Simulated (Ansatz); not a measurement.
`P[SiH]1CC1` + CH₃SH → `CS[SiH]1CC1` + PH₃  (cleavage of the Si–P bond)

Gas-phase electronic energies from Ansatz, PBE0-D4/def2-TZVP geometries. CCSD(T)/CBS adds triple-zeta CCSD(T) − MP2 to the extrapolated MP2 energy (def2 sets, frozen cores). This one scheme is used for every species. DFT in def2-TZVPP. Each species was taken in one conformer, which may not be the lowest.

Is it downhill or uphill in electronic energy at CCSD(T)/CBS, and by how much? (Estimate.)

Computed: Downhill: ΔE = -32.2 kJ/mol.

What do these levels give: LDA (SPW92), PBE, r2SCAN, r2SCAN0, MP2/def2-QZVPP, MP2/CBS(def2)? (An estimate is asked.)

Computed: LDA (SPW92) -27.4, PBE -26.1, r2SCAN -30.8, r2SCAN0 -30.6, MP2/def2-QZVPP -35.0, MP2/CBS(def2) -35.2 kJ/mol.

Largest T1 diagnostic among the species: 0.013.

Leaving LDA and LC-ωPBE aside and taking each functional with its dispersion term where it has one, the values, not all of them listed here, spread over 6.5 kJ/mol, from BHLYP-D4 to PBE-D4.
